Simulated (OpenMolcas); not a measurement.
OpenMolcas timings: TiNH2Cl3 (SMILES [NH2][Ti]([Cl])([Cl])[Cl])

TiNH2Cl3 has 7 atoms, charge 0, and is taken as a singlet. As SMILES, `[NH2][Ti]([Cl])([Cl])[Cl]`. One bond was lengthened or shortened from a relaxed shape.

```jsonl
{"atom": "N", "x (Å)": "-0.7989", "y (Å)": "0.2348", "z (Å)": "0.9924"}
{"atom": "Ti", "x (Å)": "0.2935", "y (Å)": "-0.5181", "z (Å)": "-0.2798"}
{"atom": "Cl", "x (Å)": "1.8000", "y (Å)": "-1.6869", "z (Å)": "0.7790"}
{"atom": "Cl", "x (Å)": "-0.8939", "y (Å)": "-1.8395", "z (Å)": "-1.5635"}
{"atom": "Cl", "x (Å)": "1.2323", "y (Å)": "1.3587", "z (Å)": "-1.6545"}
{"atom": "H", "x (Å)": "-1.3227", "y (Å)": "1.0899", "z (Å)": "0.8585"}
{"atom": "H", "x (Å)": "-0.9842", "y (Å)": "-0.1759", "z (Å)": "1.8982"}
```

Program: OpenMolcas 26.06. Hardware: 1 thread of AMD EPYC 7R43 (Zen 3), shared host, so times are rough. Two-electron integrals are exact unless an approximation is named.

(1) Estimate their order by wall time, quickest first.
A. energy at M06-2X/def2-SVP, grid UltraFine
B. energy at HF/STO-3G
C. energy at HF/def2-SVP

## Answers

(1) B (3.9 s), C (20 s), A (55 s).
